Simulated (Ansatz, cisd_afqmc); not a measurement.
System: SiHCl, charge 0, singlet. SiHCl (SMILES [SiH]Cl).
B3LYP-D3(BJ)/def2-TZVP minimum from Ansatz (an electronic-structure program):
```
Si
H 1 1.5263
Cl 1 2.0943 2 94.91
```
Charge 0, spin multiplicity 1.

Total energies in cc-pV(T+d)Z, 12 correlated electrons, 10 frozen orbitals. Open shells are spin-unrestricted; no spin-orbit coupling. Cores are frozen in correlated methods. No relativity. AFQMC/CISD: phaseless, guided by CISD from CCSD amplitudes; bars are statistical, one sigma. Outlying blocks are dropped, and bars are widened where a walk drifts. Over all cases where full CI ran beside it in this data, AFQMC minus full CI had a median of +0.1 mEh and passed +0.4 mEh in a tenth of the cases. UCISD starts from a broken-symmetry determinant. The restricted determinant of HClSi ([SiH]Cl, singlet) is unstable towards broken spin symmetry in at least one set run.

```json
[
 {"method": "HF", "program": "Ansatz", "energy (Eh)": "-749.04352", "minus CCSDT(Q) (mEh)": "339.05"},
 {"method": "MP2", "program": "Ansatz", "energy (Eh)": "-749.33281", "minus CCSDT(Q) (mEh)": "49.76"},
 {"method": "CCSD", "program": "Ansatz", "energy (Eh)": "-749.36710", "minus CCSDT(Q) (mEh)": "15.47"},
 {"method": "CCSD(T)", "program": "Ansatz", "energy (Eh)": "-749.38076", "minus CCSDT(Q) (mEh)": "1.80"},
 {"method": "UCCSD(T)", "program": "Ansatz", "energy (Eh)": "-749.38055", "minus CCSDT(Q) (mEh)": "2.01"},
 {"method": "CCSDT(Q)", "program": "Ansatz", "energy (Eh)": "-749.38257", "minus CCSDT(Q) (mEh)": "0.00"},
 {"method": "AFQMC/CISD", "program": "cisd_afqmc", "energy (Eh)": "-749.3827 ± 0.0004", "minus CCSDT(Q) (mEh)": "-0.2 ± 0.4"},
 {"method": "AFQMC/UCISD", "program": "cisd_afqmc", "energy (Eh)": "-749.3822 ± 0.0004", "minus CCSDT(Q) (mEh)": "0.3 ± 0.4"}
]
```

Rough core times of Ansatz's runs on a shared machine: CCSD(T) under 20 s, UCCSD(T) under 20 s, CCSDT(Q) 80 s.
